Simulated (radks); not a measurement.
The numbers below are computed, except where a source is named.
Hg4+, 76 electrons, occupied as [Xe] 4f14 5d8. Level of theory: scalar-relativistic Kohn-Sham, SCAN, spin-polarised, spherical densities, finite nucleus; open shells are filled with parallel spins first (spin-orbit coupling, left out, can overturn this in heavy ions); meta-GGA in the generalised Kohn-Sham scheme; Fermi nuclear charge, rms radius 5.4648 fm (a radial shooting solver on a logarithmic mesh with Libxc functionals).

Unscreened Slater integrals over Kohn-Sham orbitals (eV). They are taken over the spin-up orbitals.

\begin{tabular}{lr}
integral & value \\ \hline
F0(5d,5d) & 18.458 \\
F2(5d,5d) & 9.7411 \\
F4(5d,5d) & 6.5240 \\
F0(5d,5p) & 20.564 \\
F2(5d,5p) & 10.450 \\
G1(5d,5p) & 12.727 \\
G3(5d,5p) & 7.9347 \\
F0(5d,4f) & 23.640 \\
F2(5d,4f) & 5.7738 \\
F4(5d,4f) & 2.7227 \\
G1(5d,4f) & 1.8326 \\
G3(5d,4f) & 1.7739 \\
G5(5d,4f) & 1.4334 \\
F0(5p,5p) & 23.795 \\
F2(5p,5p) & 12.876 \\
F0(5p,4f) & 29.295 \\
F2(5p,4f) & 9.0883 \\
G2(5p,4f) & 3.3413 \\
G4(5p,4f) & 2.8619 \\
F0(4f,4f) & 51.552 \\
F2(4f,4f) & 25.735 \\
F4(4f,4f) & 16.418 \\
F6(4f,4f) & 11.893 \\
\end{tabular}

Derived for the open shells (J is the average intra-shell exchange parameter used in DFT+U). 5d: Racah B = F2/49 - 5 F4/441 = 0.1248 eV, C = 35 F4/441 = 0.5178 eV, C/B = 4.15, F4/F2 = 0.670, J = (F2 + F4)/14 = 1.162 eV.
